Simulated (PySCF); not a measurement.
**UHF on B (boron, neutral)**

Configuration: [He] 2s2 2p1, 2P determinant. Computed with PySCF 2.14 in def2-TZVP (5s3p2d1f, 31 functions), with the non-relativistic Hamiltonian (point nucleus).

| Property | Result |
| --- | --- |
| Total energy | -24.532333 hartree |
| One-electron energy | -32.3685 hartree |
| Hartree (Coulomb) energy | 11.6056 hartree |
| Exchange energy | -3.7695 hartree |
| Kinetic energy | 24.53306 hartree |
| ⟨S²⟩ | 0.7607 |
| ⟨L²⟩ | 2.028 |
| Sum of ⟨r⟩ | 6.798 bohr |
| Sum of ⟨r²⟩ | 15.76 bohr² |
| Traceless quadrupole moment −½Σ⟨3z² − r²⟩ along its main axis | -2.45 e·bohr² |
| Density at the nucleus (Gaussians lack the cusp) | 69.7 bohr⁻³ |
| Spin density at the nucleus | 0.0126 bohr⁻³ |
| Langevin diamagnetic susceptibility | -12.5 ×10⁻⁶ cm³/mol |
| Time after the integrals | 0.05 s of wall time on 1 thread of Intel(R) Xeon(R) 6975P-C (shared host) |

```
shell  electrons  mean orbital energy (hartree)  rms radius, mean of both spins (bohr)
 1s α          1                       -7.70105                                  0.379
 1s β          1                       -7.68564                                  0.379
 2s α          1                       -0.54497                                   2.18
 2s β          1                       -0.44590                                   2.18
 2p α          1                       -0.31861                                   2.45
```
